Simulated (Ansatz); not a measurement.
`F[Si]([SiH3])(Cl)Br` + H₂O → `O[Si](F)(Cl)Br` + SiH₄  (formal hydrolysis of the Si–Si bond)

Gas-phase electronic energies from Ansatz, PBE0-D4/def2-TZVP geometries. CCSD(T)/CBS adds triple-zeta CCSD(T) − MP2 to the extrapolated MP2 energy (def2 sets, frozen cores). This one scheme is used for every species. DFT in def2-TZVPP. HSE06 is defined as in plane-wave codes. For Br outer-core shells are correlated without core-valence functions, which leaves a few kJ/mol of doubt a bond. Scalar relativity is left out up to krypton. One conformer a species, not always the lowest.

(1) Is it downhill or uphill in electronic energy at CCSD(T)/CBS, and by how much? (An estimate is asked.)

(2) What do these levels give: PBE-D4, r2SCAN-D4, B97M-V, r2SCANh-D4, r2SCAN0-D4, revPBE, HSE06, RPA@PBE/def2-TZVPP, CCSD/def2-SVP, CCSD(T)/def2-SVP, HF/def2-TZVPP, SCS-MP2/def2-QZVPP? (An estimate is asked.)

(3) What do rigid-rotor, harmonic-oscillator terms from PBE0-D4/def2-TZVP frequencies (298.15 K, 1 bar) make of the CCSD(T)/CBS value? (Estimate.)

Largest T1 diagnostic among the species: 0.011.

Answers

(1) The calculation gave: Downhill: ΔE = -106.8 kJ/mol.

(2) Computed: PBE-D4 -86.4, r2SCAN-D4 -108.7, B97M-V -113.4, r2SCANh-D4 -109.7, r2SCAN0-D4 -111.3, revPBE -87.5, HSE06 -97.8, RPA@PBE/def2-TZVPP -112.1, CCSD/def2-SVP -114.8, CCSD(T)/def2-SVP -112.7, HF/def2-TZVPP -135.4, SCS-MP2/def2-QZVPP -117.2 kJ/mol.

(3) Computed: ΔZPE = -3.5 kJ/mol, ΔH = -113.4 kJ/mol, ΔS = -17 J/(mol·K), ΔG = -108.4 kJ/mol.

In def2-TZVPP, CCSD(T) changes the Hartree–Fock value by +22.9 kJ/mol (the triples alone add +3.3 kJ/mol) and MP2 by +18.7 kJ/mol. At CCSD(T), def2-SVP lies −5.9 kJ/mol from the extrapolated value and def2-TZVPP −5.7 kJ/mol. From PBE to PBE0 (25 % exact exchange), in def2-TZVPP and without D4, ΔE moves by −8.4 kJ/mol.
